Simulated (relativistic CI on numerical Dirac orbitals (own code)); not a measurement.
## Cu³⁺ in a cubic cluster: 2p photoemission with charge transfer

Computed with a charge-transfer multiplet model of a cubic metal-ligand cluster with up to 2 ligand holes, Slater and spin-orbit integrals from Dirac-Coulomb-Breit ions, Slater integrals scaled by 0.8. The parameters are those of a tetrahedral site (10Dq negative, t2 hopping the larger). The ground state mixes d8 with configurations of k ligand holes L, whose averages lie at kΔ + k(k − 1)U_dd/2; a core hole lowers each added d electron by U_cd. 300 K, Lorentzian 0.6 eV and Gaussian 0.8 eV FWHM.

Atomic integrals in eV (Slater integrals scaled, ζ unscaled), ground: F2dd 11.066, F4dd 6.905, zeta_d 0.110; with the core hole: F2dd 12.413, F4dd 7.786, zeta_d 0.150, zeta_core 13.370, F2cd 7.564, G1cd 5.867, G3cd 3.340.

Cluster parameters (eV): U_dd = 6.8, U_cd = 8.8, 10Dq = -0.15, 10Dq(ligand) = 0, V(eg) = 0.65, V(t2g) = -1.1, final-state hopping factor = 0.9.

```csv
Case,n_d,d8,d9L,d10L2,S
Δ = 1.3 eV,8.18,0.82,0.17,0.00,1.00
Δ = 2.3 eV,8.12,0.88,0.12,0.00,1.00
Δ = 3.3 eV,8.08,0.92,0.08,0.00,1.00
Δ = 4.3 eV,8.06,0.94,0.06,0.00,1.00
Δ = 5.3 eV,8.04,0.96,0.04,0.00,1.00
```

Weights, n_d and S are thermal averages at 300 K. Binding energies count from the first peak over 30 % of the highest in each spectrum, which can be another peak from case to case. The parameters are a model scan and need not match a compound or its usual spin state. Peaks in eV (height, largest 100):
- Δ = 1.3 eV: 0.0 (68), 2.9 (34), 4.6 (44), 6.2 (79), 8.5 (72), 11.6 (45), 20.7 (26), 23.6 (36), 29.1 (100), 31.5 (11)
- Δ = 2.3 eV: 0.0 (61), 5.0 (87), 7.4 (71), 10.4 (46), 21.1 (25), 23.8 (25), 28.0 (100), 30.3 (11)
- Δ = 3.3 eV: 0.0 (64), 3.9 (90), 6.5 (68), 9.4 (48), 21.4 (29), 24.4 (25), 27.1 (100), 29.3 (12)
- Δ = 4.3 eV: 0.0 (73), 3.2 (100), 4.8 (74), 8.5 (48), 21.6 (34), 25.1 (52), 26.3 (83), 28.3 (12)
- Δ = 5.3 eV: 0.0 (94), 2.9 (93), 4.6 (70), 7.8 (45), 21.8 (45), 25.2 (100), 27.5 (13)

For the case Δ = 3.3 eV, Δ = 3.3 eV is smaller than U_dd = 6.8 eV, the charge-transfer side of the Zaanen-Sawatzky-Allen scheme. With the core hole the configuration with one ligand hole lies at Δ − U_cd = -7.5, -6.5, -5.5, -4.5, -3.5 eV from the one without, in the order of the table; where this is negative the screened configuration lies lower.
